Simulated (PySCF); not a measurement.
Species: s-BuOEt, C6H14O.
SMILES with atom numbers: `[CH3:1][CH2:2][O:3][C@H:4]([CH3:5])[CH2:6][CH3:7]` (hydrogens: H8, H9, H10 on C1; H11, H12 on C2; H13 on C4; H14, H15, H16 on C5; H17, H18 on C6; H19, H20, H21 on C7)

The same species was optimised twice, with GFN2-xTB and with PBE0-D3(BJ)/def2-SVP (PySCF), and the same property calculations (PySCF, gas phase) were run on both structures.

```csv
coordinate,GFN2-xTB,PBE0-D3(BJ)/def2-SVP,change
C1–C2 (Å),1.521,1.510,-0.011
C4–C6 (Å),1.532,1.522,-0.010
C4–C5 (Å),1.532,1.522,-0.010
C2–O3 (Å),1.408,1.399,-0.009
O3–C4 (Å),1.415,1.410,-0.005
C6–C7 (Å),1.523,1.519,-0.004
C4–C6–C7 (°),112.0,113.3,+1.3
C5–C4–C6 (°),110.9,112.2,+1.3
O3–C4–C5 (°),112.2,111.5,-0.7
O3–C4–C6 (°),106.7,107.2,+0.5
C1–C2–O3 (°),108.3,108.8,+0.5
C2–O3–C4 (°),115.7,115.8,+0.1
C1–C2–O3–C4 (°),-169,-176,-7
C2–O3–C4–C5 (°),-75,-79,-4
O3–C4–C6–C7 (°),-66,-60,+6
```

Rotational constants: A = 3475, B = 1637, C = 1201 MHz (GFN2-xTB) against A = 3465, B = 1656, C = 1213 MHz (PBE0-D3(BJ)/def2-SVP). Point groups within 0.08 Å: C1 and C1.

On the GFN2-xTB structure: HOMO (eV) -7.23 [PBE0/pcSseg-1]; LUMO (eV) 1.55 [PBE0/pcSseg-1]; dipole (D) 1.14 [PBE0/pcSseg-1]; GIAO shielding of C1 (ppm) 168.7 [PBE0/pcSseg-1]; GIAO shielding of C2 (ppm) 118.4 [PBE0/pcSseg-1]; GIAO shielding of O3 (ppm) 262.0 [PBE0/pcSseg-1]; GIAO shielding of C4 (ppm) 104.4 [PBE0/pcSseg-1]; GIAO shielding of C5 (ppm) 165.7 [PBE0/pcSseg-1]; GIAO shielding of C6 (ppm) 151.3 [PBE0/pcSseg-1]; GIAO shielding of C7 (ppm) 173.2 [PBE0/pcSseg-1].

Problem. What do these properties become on the PBE0-D3(BJ)/def2-SVP structure?

Solution. 
```
                                    property          level  on GFN2-xTB  on PBE0-D3(BJ)/def2-SVP  change
                                   HOMO (eV)  PBE0/pcSseg-1        -7.23                    -7.24   -0.01
                                   LUMO (eV)  PBE0/pcSseg-1         1.55                     1.51   -0.04
                                  dipole (D)  PBE0/pcSseg-1         1.14                     1.12   -0.02
energy, GFN2-xTB geometry as zero (kcal/mol)  PBE0/pcSseg-1          0.0                     -0.6    -0.6
                  GIAO shielding of C1 (ppm)  PBE0/pcSseg-1        168.7                    167.0    -1.7
                  GIAO shielding of C2 (ppm)  PBE0/pcSseg-1        118.4                    118.9    +0.5
                  GIAO shielding of O3 (ppm)  PBE0/pcSseg-1        262.0                    264.6    +2.6
                  GIAO shielding of C4 (ppm)  PBE0/pcSseg-1        104.4                    106.5    +2.1
                  GIAO shielding of C5 (ppm)  PBE0/pcSseg-1        165.7                    164.9    -0.8
                  GIAO shielding of C6 (ppm)  PBE0/pcSseg-1        151.3                    150.8    -0.5
                  GIAO shielding of C7 (ppm)  PBE0/pcSseg-1        173.2                    171.7    -1.5
```

The heavy atoms differ by 0.053 Å rms after alignment. Among bonds between heavy atoms C1–C2, C4–C5 and C4–C6 change most and about equally (-0.011 to -0.010 Å). Changes are differences of the printed values. Neither structure is proved a minimum here.

Shape of the structure used: `[CH3:1][CH2:2][O:3][C@H:4]([CH3:5])[CH2:6][CH3:7]`: C1–C2–O3–C4 -176°, C2–O3–C4–C5 -79°, O3–C4–C6–C7 -60°.
